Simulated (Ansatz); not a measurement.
Te3⁻, that is [Te3]2- with one electron fewer. Total charge -1; doublet. Geometry B3LYP-D4/def2-SVPD; atoms count from 1.

Cartesian coordinates in Å:
```
Te 1.476 -0.648 1.657
Te 0.521 0.694 -0.494
Te -1.997 -0.047 -1.164
```

In the def2 sets Te takes a core potential; there is no spin–orbit coupling.

Estimate the Mulliken populations from the PBE0/def2-TZVPD orbitals of Ansatz.


```
atom  charge (e)  spin (α − β)
 Te1       -0.51          0.32
 Te2        0.02          0.35
 Te3       -0.51          0.32
```
Mulliken values and Mayer orders depend strongly on the basis. With diffuse functions, as here, like atoms can get unlike values, and bond orders can come out too low or too high.

Where does the spin sit?

Summed by element: Te 1.00, of 1 unpaired in all. Largest on single atoms: Te2 0.35, Te1 0.32, Te3 0.32.

And the Mayer bond orders between bonded heavy atoms (over 0.3)?

Te1–Te2 1.26 (2.71 Å); Te2–Te3 1.26 (2.71 Å). Values over 0.3 also appear between atoms too far apart for a bond (Te1–Te3 0.32 at 4.52 Å); they arise where an orbital or an unpaired electron spreads over both atoms.
